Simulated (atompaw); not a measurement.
Building the PAW (atompaw) potential for S (LDA (PW92), scalar-relativistic).

| Item | Value |
| --- | --- |
| Element | S |
| Generator | atompaw 4.2.0.5 |
| Type | PAW |
| Functional | LDA (PW92) |
| Relativity | scalar-relativistic |
| Frozen core | [Ne] |
| Valence charge | 6 |
| Reference configuration | 3s2 3p4 |
| Partial waves | 3s (bound): rc 1.35 bohr; 3s channel at 3.25 Ry: rc 1.35 bohr; 3p (bound): rc 1.16 bohr; 3p channel at 3.1 Ry: rc 1.35 bohr; 3d channel at 0.45 Ry: rc 1.35 bohr; 3d channel at 2.95 Ry: rc 1.35 bohr |
| Local potential | troulliermartins scheme with l = 3 at 1 Ry, radius 1.10 bohr |
| Core correction | smooth core density matched at 0.85 bohr |
| Augmentation charge | sinc compensation charge, radius 1.25 bohr; PAW radius 1.35 bohr; waves and projectors: custom polynom vanderbiltortho |

All-electron outer shells of the reference configuration (LDA (PW92), scalar-relativistic, ld1.x):

```tsv
shell	level (eV)	outermost node (bohr)	outermost maximum (bohr)
2s	-210.79	0.13	0.39
2p	-156.51	–	0.33
3s	-17.28	0.60	1.40
3p	-7.11	0.58	1.59
```

Calculated quality:

```json
{"Cutoffs needed": "45 Ry and 60 Ry (the cutoffs (Ry, on a coarse ladder) from which the occupation-weighted sum of valence levels, in a spherical-Bessel basis at the reference potential, stays within 10 and 1 mRy of its value at 400 Ry)", "Ghost test": "ghost state, extra bound levels that the all-electron valence spectrum of the same l lacks: s at -221.2 eV; a true bound ghost makes a file unfit for plane-wave use (spherical-Bessel basis up to 400 Ry, 20 bohr box)", "Lowest eigenvalue of the overlap operator": "0.19 (s channel)", "Overlap eigenvalues printed by atompaw (projector basis)": "0.225, 0.673, 1.5, 164, 338, 3.39e+03", "Share of each valence orbital outside the PAW sphere": "3s 67 %, 3p 79 %"}
```

Generation and tests took about 1.8 s on one core of a shared server CPU.
